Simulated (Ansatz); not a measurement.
One change: `CB(Cl)CBr` becomes `CBCBr`.

Ansatz, PBE0-D4/def2-TZVP geometries, multiplicity 1. Each molecule was computed in one conformer, which needn't be the lowest.

Scalar relativity is left out up to krypton.

| property | `CB(Cl)CBr` |
| --- | --- |
| HOMO–LUMO gap (ωB97M-V/def2-TZVPP) / eV | 10.81 |
| LUMO energy (ωB97M-V/def2-TZVPP) / eV | 0.55 |
| HOMO energy (PBE/def2-TZVPP) / eV | -6.75 |
| HOMO–LUMO gap (PBE/def2-TZVPP) / eV | 4.33 |
| LUMO energy (B3LYP/def2-TZVPP) / eV | -1.68 |
| LUMO energy (PBE/def2-TZVPP) / eV | -2.42 |

Q: Give the same properties after the change, and the shifts. (Estimate.)

A: Ansatz gave: 
| property | `CBCBr` | shift |
| --- | --- | --- |
| HOMO–LUMO gap (ωB97M-V/def2-TZVPP) / eV | 11.37 | 0.56 |
| LUMO energy (ωB97M-V/def2-TZVPP) / eV | 0.94 | 0.39 |
| HOMO energy (PBE/def2-TZVPP) / eV | -6.99 | -0.24 |
| HOMO–LUMO gap (PBE/def2-TZVPP) / eV | 5.01 | 0.68 |
| LUMO energy (B3LYP/def2-TZVPP) / eV | -1.24 | 0.44 |
| LUMO energy (PBE/def2-TZVPP) / eV | -1.98 | 0.44 |

With PBE0 the HOMO falls by 0.19 eV and the LUMO rises by 0.48 eV, so the gap widens by about 0.67 eV. PBE moves the HOMO by -0.24 eV and ωB97M-V by -0.18 eV.

B3LYP here is the variant with VWN-RPA as its local correlation; programs differ in this.

Spin–orbit coupling is left out; it splits and shifts lone-pair levels of the heavy atoms by tenths of an eV.
